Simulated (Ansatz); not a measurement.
System: CBrF$_{2}$ (charge 0, doublet). It need not be the lowest isomer of its formula. SMILES: F[C](F)Br
Geometry: optimised at B3LYP-D3(BJ)/def2-TZVP (Ansatz, an electronic-structure program).

Wanted: vertical ionisation energy (to the singlet state of charge +1; each state is the SCF solution reached for its spin; for the singlet T1 is 0.025), in eV. Correlated levels leave the core frozen unless marked. UHF or UKS for open shells. Spin-orbit coupling is left out. The frozen core is the preceding noble-gas configuration, with the filled d and f shells of earlier blocks. No relativistic terms. CBS marks a two-point X^-3 extrapolation of the correlation energy; Hartree-Fock from the larger set. The bracket is a focal-point correction in the basis named.

RI-MP2/CBS(aug-cc-pVTZ,aug-cc-pVQZ)+[CCSD(T)-MP2]/aug-cc-pVDZ (Ansatz) gives 9.79 eV.

**Question.** Another calculation gave 9.86 eV. Which level was it?
A. wB97X-V/def2-TZVPD (Ansatz)
B. B2PLYP/def2-TZVPD (Ansatz)
C. CAM-B3LYP/def2-TZVPD (Ansatz)
D. PBE/def2-TZVPD (Ansatz)

**Answer.** A, wB97X-V/def2-TZVPD (Ansatz). The others give 9.46 (PBE), 9.73 (B2PLYP), 10.02 (CAM-B3LYP) eV.
